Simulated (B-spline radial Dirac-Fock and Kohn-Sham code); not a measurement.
The computed values come from a radial finite-basis atomic code: Dirac-Fock (average of configuration) total-energy differences with a finite nucleus, the Breit interaction including its frequency dependence, and self-energy and vacuum-polarisation corrections. Electron correlation is not included.

Q: Identify the element and charge state from the binding energies below (tabulated ground configuration; the least bound level is included).

| level | binding energy (eV) |
| --- | --- |
| K | 34216.0 |
| L1 | 6211.7 |
| L2 | 5876.4 |
| L3 | 5579.4 |
| M1 | 1993.5 |
| M3 | 1794.2 |
| M4,5 | 1562.4 |

A: I²⁷⁺: Z = 53 with 26 electrons, [Ar] 3d8. The hydrogen-like estimate √(E/Ry) = 50.1 for the K level lies 2.9 below Z (screening lowers it, relativity raises it); the outermost level, at 1562.4 eV, fixes the charge.
